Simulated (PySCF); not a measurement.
Rotational lines of KH

Lines J+1 ← J of the vibrational ground state, computed from RHF-CCSD(T) constants of KH, ¹Σ⁺ (singlet), closed shell (PySCF, no relativity, basis sets K def2-TZVP, H def2-TZVP; masses 38.9637 and 1.0078 u), in MHz:

```csv
J,ν (MHz)
2,586288
3,781197
4,975660
5,1169565
6,1362801
```

Question: Find B0 and the effective bond length r0; with αe = 0.0870 cm⁻¹, find Re.

Answer: ν = 2B0(J+1) − 4D(J+1)³ gives B0 = 3.2622 cm⁻¹. With the reduced mass μred = 0.98241 u, r0 = √(16.8576/(μred·B0)) (u, cm⁻¹, Å) = 2.2935 Å. Be = B0 + αe/2 = 3.3057 cm⁻¹ gives Re = 2.278 Å.

Correlated steps freeze 5 core orbitals. Where the molecule has an RHF reference, its open-shell atoms are computed with UHF. The CCSD T1 diagnostic is raised, a sign that a single reference may not be enough here.
